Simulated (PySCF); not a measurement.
Here is a computed PBE0-D3(BJ)/def2-SVP geometry (Å):
```
Si
C   1  1.8904
Si  2  1.8904  1  111.39
C   2  1.5280  1  111.93  3   126.06
C   4  1.5463  2  119.98  1   170.47
C   5  1.5387  4   88.38  2  -143.48
C   6  1.5390  5   88.49  4    19.66
H   1  1.4954  2  110.63  3    55.40
H   1  1.4959  2  110.89  3   175.77
H   1  1.4967  2  109.88  3   -64.49
H   2  1.1082  1  106.05  3  -114.94
H   3  1.4953  2  110.67  1   -55.20
H   3  1.4967  2  109.93  1    64.79
H   3  1.4962  2  110.81  1  -175.55
H   4  1.1054  2  109.46  1   -62.83
H   5  1.1007  4  118.33  2    94.47
H   5  1.1026  4  110.49  2   -31.20
H   6  1.1000  5  117.89  4   140.72
H   6  1.1009  5  111.60  4   -92.95
H   7  1.1006  4  118.21  2   -94.70
H   7  1.1024  4  110.63  2    31.02
```
Z-matrix in Å and degrees, rows numbered from 1.

Neutral, closed shell.

Question: Read off the bonds between heavy atoms and their formal orders.

Answer: Si1–C2 (single); C2–Si3 (single); C2–C4 (single); C4–C5 (single); C5–C6 (single); C6–C7 (single); C4–C7 (single). Hydrogens: H8, H9, H10 on Si1; H11 on C2; H12, H13, H14 on Si3; H15 on C4; H16, H17 on C5; H18, H19 on C6; H20, H21 on C7.

Question: Give the structure as a SMILES string.

Answer: `[SiH3]C([SiH3])C1CCC1`, C5H14Si2. Among its features: Si–H bond, C–Si bond and cyclobutane ring.

Question: What is the point group of this geometry?

Answer: Cs (tolerance 0.08 Å).

Question: Which rings does it hold (smallest set)?

Answer: C4–C5–C6–C7 (4 members, 0.13 Å rms from planarity).

Question: Describe the place of each heavy atom.

Answer: Si1/Si3: SiH3 silicon; C2: sp3 carbon bound to silicon; C4: four-membered-ring carbon; C5/C7: four-membered-ring carbon; C6: four-membered-ring carbon.

Question: What is the arrangement about Si1?

Answer: It has 4 neighbours (C2, H8, H9, H10) and is tetrahedral (angles from 108.3° to 110.9°).

Question: What is the arrangement about C4?

Answer: It has 4 neighbours (C2, C5, C7, H15) and has angles from 87.9° to 120.1°.
